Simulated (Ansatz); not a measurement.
C3H10OSi (`CO[SiH](C)C`), relaxed with RKS PBE-D4/def2-SVP in Ansatz from a rough embedded geometry. The force threshold is 0.03 eV/Å; the program also tests the step.

Charge 0, multiplicity 1.

Start:

```xyz
15

C    -0.716    0.450   -2.174
O     0.121   -0.264   -1.339
Si    0.274    0.219    0.267
C     1.931   -0.503    0.995
C    -1.144   -0.325    1.313
H    -0.495    1.492   -2.250
H    -0.743   -0.012   -3.163
H    -1.792    0.344   -1.771
H     0.345    1.657    0.236
H     1.898   -1.545    0.969
H     2.003   -0.095    1.992
H     2.755   -0.124    0.390
H    -1.303   -1.405    1.319
H    -1.060    0.012    2.312
H    -2.074    0.100    0.904
```

| step | energy (eV) | largest force (eV/Å) | largest move (Å) |
| --- | --- | --- | --- |
| 1 | -13182.4563 | 3.010 | 0.000 |
| 2 | -13182.8274 | 1.222 | 0.089 |
| 3 | -13182.8809 | 0.260 | 0.200 |
| 4 (rejected) | -13182.8565 | 0.453 | 0.063 |
| 5 | -13182.8876 | 0.126 | 0.031 |
| 6 | -13182.8915 | 0.043 | 0.068 |
| 7 | -13182.8921 | 0.019 | 0.027 |

End:

```xyz
15

C    -0.773    0.373   -2.173
O     0.216   -0.131   -1.304
Si    0.336    0.312    0.323
C     1.904   -0.499    0.958
C    -1.177   -0.259    1.294
H    -0.754    1.488   -2.240
H    -0.593   -0.029   -3.192
H    -1.804    0.073   -1.870
H     0.435    1.819    0.414
H     1.832   -1.603    0.880
H     2.077   -0.239    2.022
H     2.786   -0.169    0.374
H    -1.283   -1.362    1.250
H    -1.089    0.035    2.361
H    -2.113    0.191    0.903
```

Hardware: 4 threads of a server CPU on a shared host. Wall time 9.5 s, peak host memory 0.2 GiB.
